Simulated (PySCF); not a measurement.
cyclotrisilazane (H₉N₃Si₃), singlet, geometry from GFN2-xTB; DF-R2SCAN/STO-3G run with PySCF.

Here is a job for PySCF.
```python
from pyscf import gto, scf, dft

mol = gto.M(
    atom='''
Si    1.68054828   -0.42496743   -0.52596035
N     0.50290150   -1.52832577    0.08377091
Si   -1.17562112   -1.31026230    0.41701362
N    -1.46043566    0.38486470    0.56260467
Si   -0.54839632    1.72369318   -0.03026477
N     1.06095760    1.17105307   -0.31418280
H     1.94000099   -0.68910961   -1.95384163
H     2.91193934   -0.56300900    0.26448031
H     0.81666462   -2.48200359    0.13740011
H    -1.99276343   -1.88246088   -0.66962470
H    -1.49030681   -1.94902435    1.70231783
H    -2.36797339    0.62547217    0.92202770
H    -0.51609892    2.76332656    1.00760337
H    -1.13988836    2.24298984   -1.27781588
H     1.72303017    1.90218647   -0.50893551
''',
    basis='sto-3g',
    verbose=4,
)

mf = dft.RKS(mol)
mf.xc = 'r2scan'
mf = mf.density_fit(auxbasis='def2-universal-jkfit')
mf.kernel()
```

What the program printed (banner, timings and long lists left out):

```
PySCF version 2.14.0

[INPUT] verbose = 4
[INPUT] num. atoms = 15
[INPUT] num. electrons = 72
[INPUT] charge = 0
[INPUT] spin (= nelec alpha-beta = 2S) = 0
[INPUT] symmetry False subgroup None
[INPUT] Mole.unit = angstrom
[INPUT] Symbol           X                Y                Z      unit          X                Y                Z       unit  Magmom
[...]
nuclear repulsion = 473.51999443249
number of shells = 33
number of NR pGTOs = 153
number of NR cGTOs = 51
basis = sto-3g
ecp = {}

******** <class 'pyscf.df.df_jk.DFRKS'> ********
method = DFRKS
initial guess = minao
damping factor = 0
level_shift factor = 0
DIIS = <class 'pyscf.scf.diis.CDIIS'>
diis_start_cycle = 1
diis_space = 8
diis_damp = 0
SCF conv_tol = 1e-09
SCF conv_tol_grad = None
SCF max_cycles = 50
direct_scf = False
XC library pyscf.dft.libxc version 7.1.2
    S. Lehtola, C. Steigemann, M. J. T. Oliveira, and M. A. L. Marques,  SoftwareX 7, 1–5 (2018)
XC functionals = r2scan
    J. W. Furness, A. D. Kaplan, J. Ning, J. P. Perdew, and J. Sun,  J. Phys. Chem. Lett. 11, 8208–8215 (2020)
    J. W. Furness, A. D. Kaplan, J. Ning, J. P. Perdew, and J. Sun,  J. Phys. Chem. Lett. 11, 9248–9248 (2020)
    J. W. Furness, A. D. Kaplan, J. Ning, J. P. Perdew, and J. Sun,  J. Phys. Chem. Lett. 11, 8208–8215 (2020)
    J. W. Furness, A. D. Kaplan, J. Ning, J. P. Perdew, and J. Sun,  J. Phys. Chem. Lett. 11, 9248–9248 (2020)
radial grids:
    Treutler-Ahlrichs [JCP 102, 346 (1995); DOI:10.1063/1.469408] (M4) radial grids

becke partition: Becke, JCP 88, 2547 (1988); DOI:10.1063/1.454033
pruning grids: <function nwchem_prune>
grids dens level: 3
symmetrized grids: False
atomic radii adjust function: <function treutler_atomic_radii_adjust>
small_rho_cutoff = 0
Set gradient conv threshold to 3.16228e-05
Initial guess from minao.
tot grids = 187520
init E= -1026.10471915567
[...]
cycle= 1 E= -1025.6012278292  delta_E= 0.503  |g|= 0.915  |ddm|= 4.81
[...]
cycle= 2 E= -1025.41622437243  delta_E= 0.185  |g|= 1.24  |ddm|= 2.98
[...]
cycle= 3 E= -1025.86642726386  delta_E= -0.45  |g|= 0.0565  |ddm|= 1.81
[...]
cycle= 4 E= -1025.86774984453  delta_E= -0.00132  |g|= 0.0181  |ddm|= 0.155
[...]
cycle= 5 E= -1025.86788073907  delta_E= -0.000131  |g|= 0.00133  |ddm|= 0.0337
[...]
cycle= 6 E= -1025.86788150282  delta_E= -7.64e-07  |g|= 0.000364  |ddm|= 0.00321
[...]
cycle= 7 E= -1025.86788154518  delta_E= -4.24e-08  |g|= 8.45e-05  |ddm|= 0.000665
[...]
cycle= 8 E= -1025.86788154739  delta_E= -2.21e-09  |g|= 1.4e-05  |ddm|= 0.000151
[...]
cycle= 9 E= -1025.86788154749  delta_E= -9.62e-11  |g|= 8.81e-07  |ddm|= 3.46e-05
[...]
Extra cycle  E= -1025.8678815475  delta_E= -7.5e-12  |g|= 7.03e-07  |ddm|= 3.07e-06
converged SCF energy = -1025.8678815475
```
